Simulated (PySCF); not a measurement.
C6H10AuO2 (SMILES CC1=CC(C)=[O]->[Au]([CH3])[O]1), doublet (typed; the unrestricted solution is spin-contaminated), geometry from GFN2-xTB (such geometries of metal compounds can be far from the true shape) (the multiplicity is a formal guess) (core potentials on Au); DF-HF/def2-SVP in PySCF.

Input for PySCF:
```python
from pyscf import gto, scf

mol = gto.Mole()
mol.atom = '''
    Au    0.585404    0.715674    0.304532
    C     1.614475    2.270923   -0.506199
    H     2.677370    2.155678   -0.326224
    H     1.289546    3.208382   -0.069131
    H     1.450314    2.315169   -1.574618
    C    -1.622827   -1.515905   -2.910028
    C    -1.088527   -1.104206   -1.549900
    C    -1.487414   -1.886308   -0.472975
    C    -1.140089   -1.726300    0.874325
    C    -1.730918   -2.737664    1.831902
    O    -0.399471   -0.843488    1.373206
    O    -0.338304   -0.093234   -1.557147
    H    -2.710042   -1.508684   -2.895876
    H    -1.262992   -0.824175   -3.666274
    H    -1.283672   -2.521769   -3.146426
    H    -2.141561   -2.715004   -0.698444
    H    -1.389981   -2.526509    2.841678
    H    -2.817090   -2.688905    1.798532
    H    -1.424807   -3.741894    1.547567
'''
mol.basis = 'def2-svp'
mol.ecp = {'Au': 'def2-svp'}
mol.charge = 0
mol.spin = 1
mol.verbose = 4
mol.build()

mf = scf.UHF(mol)
mf = mf.density_fit(auxbasis='def2-universal-jkfit')
mf.kernel()
```

Problem. Write the output that PySCF gives for this input, abridged.

Solution. 
```
PySCF version 2.14.0

[INPUT] verbose = 4
[INPUT] num. atoms = 19
[INPUT] num. electrons = 81
[INPUT] charge = 0
[INPUT] spin (= nelec alpha-beta = 2S) = 1
[INPUT] symmetry False subgroup None
[INPUT] Mole.unit = angstrom
[INPUT] Symbol           X                Y                Z      unit          X                Y                Z       unit  Magmom
[INPUT]  1 Au     0.585404000000   0.715674000000   0.304532000000 AA    1.106253232225   1.352427854472   0.575482076166 Bohr   0.0
[INPUT]  2 C      1.614475000000   2.270923000000  -0.506199000000 AA    3.050915584957   4.291422519976  -0.956577474529 Bohr   0.0
[INPUT]  3 H      2.677370000000   2.155678000000  -0.326224000000 AA    5.059496034127   4.073641032750  -0.616474015260 Bohr   0.0
[INPUT]  4 H      1.289546000000   3.208382000000  -0.069131000000 AA    2.436888765028   6.062963282984  -0.130638656717 Bohr   0.0
[INPUT]  5 H      1.450314000000   2.315169000000  -1.574618000000 AA    2.740696254622   4.375035342083  -2.975596770810 Bohr   0.0
[INPUT]  6 C     -1.622827000000  -1.515905000000  -2.910028000000 AA   -3.066698577550  -2.864645280859  -5.499155934816 Bohr   0.0
[INPUT]  7 C     -1.088527000000  -1.104206000000  -1.549900000000 AA   -2.057017909194  -2.086646925101  -2.928886520463 Bohr   0.0
[INPUT]  8 C     -1.487414000000  -1.886308000000  -0.472975000000 AA   -2.810805093844  -3.564605506576  -0.893793213766 Bohr   0.0
[INPUT]  9 C     -1.140089000000  -1.726300000000   0.874325000000 AA   -2.154455967629  -3.262234208837   1.652234793860 Bohr   0.0
[INPUT] 10 C     -1.730918000000  -2.737664000000   1.831902000000 AA   -3.270960964080  -5.173435181081   3.461793067043 Bohr   0.0
[INPUT] 11 O     -0.399471000000  -0.843488000000   1.373206000000 AA   -0.754890784706  -1.593961309357   2.594983252609 Bohr   0.0
[INPUT] 12 O     -0.338304000000  -0.093234000000  -1.557147000000 AA   -0.639301906845  -0.176186725498  -2.942581365688 Bohr   0.0
[INPUT] 13 H     -2.710042000000  -1.508684000000  -2.895876000000 AA   -5.121237166069  -2.850999568513  -5.472412530701 Bohr   0.0
[INPUT] 14 H     -1.262992000000  -0.824175000000  -3.666274000000 AA   -2.386708977517  -1.557465028713  -6.928253757614 Bohr   0.0
[INPUT] 15 H     -1.283672000000  -2.521769000000  -3.146426000000 AA   -2.425788513773  -4.765452759418  -5.945883411211 Bohr   0.0
[INPUT] 16 H     -2.141561000000  -2.715004000000  -0.698444000000 AA   -4.046963769050  -5.130613987099  -1.319867873346 Bohr   0.0
[INPUT] 17 H     -1.389981000000  -2.526509000000   2.841678000000 AA   -2.626683408349  -4.774410061249   5.369993154202 Bohr   0.0
[INPUT] 18 H     -2.817090000000  -2.688905000000   1.798532000000 AA   -5.323528568251  -5.081294024974   3.398732906266 Bohr   0.0
[INPUT] 19 H     -1.424807000000  -3.741894000000   1.547567000000 AA   -2.692495010363  -7.071154847153   2.924477789415 Bohr   0.0

nuclear repulsion = 557.022468989945
number of shells = 90
number of NR pGTOs = 319
number of NR cGTOs = 194
basis = def2-svp
ecp = {'Au': 'def2-svp'}

******** <class 'pyscf.df.df_jk.DFUHF'> ********
method = DFUHF
initial guess = minao
damping factor = 0
level_shift factor = 0
DIIS = <class 'pyscf.scf.diis.CDIIS'>
diis_start_cycle = 1
diis_space = 8
diis_damp = 0
SCF conv_tol = 1e-09
SCF conv_tol_grad = None
SCF max_cycles = 50
direct_scf = False
number electrons alpha = 41  beta = 40
Set gradient conv threshold to 3.16228e-05
******** <class 'pyscf.df.df.DF'> ********
auxbasis = def2-universal-jkfit
init E= -506.602014765721

cycle= 1 E= -515.978921318744  delta_E= -9.38  |g|= 1.47  |ddm|=  7.7
cycle= 2 E= -493.099625167603  delta_E= 22.9  |g|= 4.78  |ddm|= 30.5
cycle= 3 E= -516.85827850999  delta_E= -23.8  |g|= 0.675  |ddm|= 30.4
cycle= 4 E= -517.073731218394  delta_E= -0.215  |g|= 0.291  |ddm|= 0.856
cycle= 5 E= -517.128321152466  delta_E= -0.0546  |g|= 0.0871  |ddm|= 0.488
cycle= 6 E= -517.13611709451  delta_E= -0.0078  |g|= 0.0389  |ddm|= 0.164
cycle= 7 E= -517.139310731644  delta_E= -0.00319  |g|= 0.0329  |ddm|= 0.0923
cycle= 8 E= -517.142542485468  delta_E= -0.00323  |g|= 0.0283  |ddm|= 0.0913
cycle= 9 E= -517.146444148961  delta_E= -0.0039  |g|= 0.0247  |ddm|= 0.107
cycle= 10 E= -517.151868589091  delta_E= -0.00542  |g|= 0.0133  |ddm|= 0.207
cycle= 11 E= -517.15277393814  delta_E= -0.000905  |g|= 0.0053  |ddm|= 0.126
cycle= 12 E= -517.152777820609  delta_E= -3.88e-06  |g|= 0.00335  |ddm|= 0.0381
cycle= 13 E= -517.152828322879  delta_E= -5.05e-05  |g|= 0.00143  |ddm|= 0.0235
cycle= 14 E= -517.152834151928  delta_E= -5.83e-06  |g|= 0.00102  |ddm|= 0.00499
cycle= 15 E= -517.152837320714  delta_E= -3.17e-06  |g|= 0.000778  |ddm|= 0.00339
cycle= 16 E= -517.152839489778  delta_E= -2.17e-06  |g|= 0.000499  |ddm|= 0.00349
cycle= 17 E= -517.152841041934  delta_E= -1.55e-06  |g|= 0.000415  |ddm|= 0.00496
cycle= 18 E= -517.152841939972  delta_E= -8.98e-07  |g|= 0.000133  |ddm|= 0.00285
cycle= 19 E= -517.152842010309  delta_E= -7.03e-08  |g|= 8.89e-05  |ddm|= 0.000662
cycle= 20 E= -517.152842036952  delta_E= -2.66e-08  |g|= 5.19e-05  |ddm|= 0.000421
cycle= 21 E= -517.152842049829  delta_E= -1.29e-08  |g|= 4.35e-05  |ddm|= 0.000261
cycle= 22 E= -517.152842056404  delta_E= -6.58e-09  |g|= 4.11e-05  |ddm|= 0.00013
cycle= 23 E= -517.152842067177  delta_E= -1.08e-08  |g|= 3.95e-05  |ddm|= 0.000212
cycle= 24 E= -517.152842085797  delta_E= -1.86e-08  |g|= 3.71e-05  |ddm|= 0.000382
cycle= 25 E= -517.152842144008  delta_E= -5.82e-08  |g|= 2.85e-05  |ddm|= 0.00144
cycle= 26 E= -517.15284219063  delta_E= -4.66e-08  |g|= 1.8e-05  |ddm|= 0.00183
cycle= 27 E= -517.15284220385  delta_E= -1.32e-08  |g|= 1.14e-05  |ddm|= 0.00105
cycle= 28 E= -517.152842206861  delta_E= -3.01e-09  |g|= 6.54e-06  |ddm|= 0.000561
cycle= 29 E= -517.152842207296  delta_E= -4.35e-10  |g|= 4.34e-06  |ddm|= 0.000191
Extra cycle  E= -517.152842207329  delta_E= -3.32e-11  |g|= 3.05e-06  |ddm|= 8.7e-06
converged SCF energy = -517.152842207329  <S^2> = 1.1269834  2S+1 = 2.3468987
```
